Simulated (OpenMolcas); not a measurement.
V3+: the spin-orbit constant, worked from levels

- Program: OpenMolcas 26.06
- Basis: ANO-R2 [6s4p4d2f1g]
- Scalar Hamiltonian: X2C, finite nucleus
- Active space: 2 electrons in 5 orbitals (3d)
- State averaging: 2S+1 = 3 even, 10 roots; 2S+1 = 1 even, 15 roots
- Spin-orbit coupling: state interaction with AMFI integrals over the reference wave functions, term energies averaged over their components

Methods: CASSCF; SS-CASPT2, IPEA 0.25 Eh, imaginary shift 0.1 Eh (closed shells correlated: 3s 3p). Measured levels: Sugar and Corliss, J. Phys. Chem. Ref. Data 7, 1191 (1978).

**The spin-orbit constant.** For the Hund term 3F of d2, E(J) = (A/2) J(J+1) + constant and ζ = 2S·A = 2A. From J = 2 to J = 4 the energy changes by 7 A.

```csv
Source,E(4) - E(2),A,ζ
CASSCF,722.8,103.3,207
SS-CASPT2,724.8,103.5,207
measured,734.7,105.0,210
```

All in cm-1. SS-CASPT2 is off by -1.3 % and CASSCF by -1.6 %. Both methods take the spin-orbit matrix elements from the reference wave functions, so the second can move ζ only through the term energies and any multistate remixing. Second-order mixing with other terms is absorbed into this ζ.

CASPT2 breaks the degeneracy within a term, and the mean is taken; among the terms shown or strongly mixed into the levels shown the widest spread is 530 cm-1 (3d2 3F, SS-CASPT2). Without dynamic correlation excited terms often stand tens of per cent too high (terms of higher spin than the ground term too low), and those without a measured partner can miss by more than the paired ones (holds for CASSCF). Measured partners are found by configuration, term and J. A level has none where our copy of the source lacks it or the pairing is in doubt (some pairs that miss far off the trend of their configuration count as doubtful), and it then counts in no deviation. Only configurations of the active space appear.
